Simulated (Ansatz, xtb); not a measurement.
## Two isomers of CH5Al2Cl

We compare X, `[CH3][AlH][AlH][Cl]`, a singlet, with Y, `[CH3][Al]([AlH2])[Cl]`, a singlet. Both are isolated molecules in the gas phase, relaxed with PBE0-D3(BJ)/def2-SVP; the shapes shown needn't be the lowest conformers.

X (Å):

```yaml
atoms:
  - { symbol: C, position_ang: [0.6380, 0.0900, -1.0173] }
  - { symbol: Al, position_ang: [-0.2718, -1.6458, -0.9172] }
  - { symbol: Al, position_ang: [-1.9063, -2.2921, 0.9780] }
  - { symbol: Cl, position_ang: [-1.0364, -3.1386, 2.7281] }
  - { symbol: H, position_ang: [0.3919, 0.5904, -1.9706] }
  - { symbol: H, position_ang: [1.7319, -0.0612, -1.0263] }
  - { symbol: H, position_ang: [0.3983, 0.7837, -0.1976] }
  - { symbol: H, position_ang: [0.0510, -2.7100, -2.0689] }
  - { symbol: H, position_ang: [-3.4929, -2.1575, 1.0569] }
```

Y (Å):

```xyz
9

C    -0.8043    0.7643   -0.4432
Al   -0.3608   -0.7233    0.7409
Al   -0.4060   -0.9041    3.3139
Cl    0.3094   -2.4975   -0.2372
H    -1.3584    0.4150   -1.3301
H    -1.3956    1.5519    0.0503
H     0.1257    1.2314   -0.8132
H    -1.6946   -1.4374    4.0946
H     0.8630   -0.5149    4.2044
```

Estimate which is lower in electronic energy at CCSD(T)/def2-SVP + ΔMP2/def2-TZVPP, and by roughly how much.

Too close to call at this level: CCSD(T)/def2-SVP + ΔMP2/def2-TZVPP gives E(Y) − E(X) = −1.21 kcal/mol.

The same difference at several levels:

```json
{"level": "PBE0-D3(BJ)/def2-SVP", "geometry": "PBE0-D3(BJ)/def2-SVP", "E(Y) − E(X) (kcal/mol)": "−1.40", "departure from the last row (kcal/mol)": "−0.19", "job, with rough time for the two": "optimisation, 2.5 min"}
{"level": "HF/def2-SVP", "geometry": "PBE0-D3(BJ)/def2-SVP", "E(Y) − E(X) (kcal/mol)": "−1.23", "departure from the last row (kcal/mol)": "−0.02", "job, with rough time for the two": "part of the CCSD(T) run"}
{"level": "MP2/def2-SVP", "geometry": "PBE0-D3(BJ)/def2-SVP", "E(Y) − E(X) (kcal/mol)": "−1.30", "departure from the last row (kcal/mol)": "−0.09", "job, with rough time for the two": "part of the CCSD(T) run"}
{"level": "CCSD(T)/def2-SVP", "geometry": "PBE0-D3(BJ)/def2-SVP", "E(Y) − E(X) (kcal/mol)": "−1.23", "departure from the last row (kcal/mol)": "−0.02", "job, with rough time for the two": "single point"}
{"level": "CCSD(T)/def2-SVP + ΔMP2/def2-TZVPP", "geometry": "PBE0-D3(BJ)/def2-SVP", "E(Y) − E(X) (kcal/mol)": "−1.21", "departure from the last row (kcal/mol)": "", "job, with rough time for the two": "single point, 16 s"}
```

As drawn, both hold the same kinds of bond in the same numbers.

The largest departure from CCSD(T)/def2-SVP + ΔMP2/def2-TZVPP is that of PBE0-D3(BJ)/def2-SVP, 0.19 kcal/mol. Levels run at GFN2-xTB geometries aren't shown. The last row adds to CCSD(T) the change of the MP2 difference between the two basis sets, here +0.02 kcal/mol.

With harmonic frequencies from PBE0-D3(BJ)/def2-SVP (ideal gas, rigid rotor, one conformer each, 298.15 K, 1 atm): on the last row, ΔE + ΔZPE = −1.45 kcal/mol. A mode under 50 cm⁻¹ makes harmonic enthalpies and free energies unreliable, so none is given.

The correlated steps freeze 16 core orbitals. Run with Ansatz 0.2.0; the last row on 1 thread of Intel(R) Xeon(R) 6975P-C (Granite Rapids) on a shared host.
